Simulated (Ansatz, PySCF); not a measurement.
Lewis adduct: GaH3 (SMILES [GaH3]) (first 4 atoms) with NH3 (SMILES N); geometry from B3LYP-D3(BJ)/def2-TZVP, rigid monomers moved along the line of their centres of mass till Ga1···N5 is 2.51 Å.
(charge 0, multiplicity 1):
```csv
atom,x (Å),y (Å),z (Å)
Ga,0.4703,-0.3679,0.7709
H,0.0872,-1.9012,0.8392
H,-0.2810,0.5411,-0.2834
H,1.9285,0.0557,1.2143
N,-0.7539,0.3910,2.8230
H,-1.7473,0.2048,2.7357
H,-0.4097,-0.0946,3.6444
H,-0.6280,1.3874,2.9659
```

Monomers are frozen at their geometry in the pair; levels with a basis set take the counterpoise correction. Rows marked so take none.

Frozen-core correlation. Filled d and f shells under p-block atoms count as core. Rows in 6-31G* carry no dispersion term and start afresh at each structure (6-31G* with six Cartesian d functions); the Pople sets are all-electron and without relativity.

The values were computed with Ansatz (Gaussian basis) for Hartree–Fock, density functionals and correlated methods; PySCF for 6-31G* rows. Each number belongs to the level named beside it.

Q: Give the interaction energy at the level MP2/aug-cc-pVDZ.

A: -893 meV

Q: What interaction energy does B3LYP/6-31G* (no counterpoise) give?

A: -1072 meV

Q: Predict the interaction energy from CCSD/aug-cc-pVTZ.

A: -897 meV

Ansatz is a first-principles code.
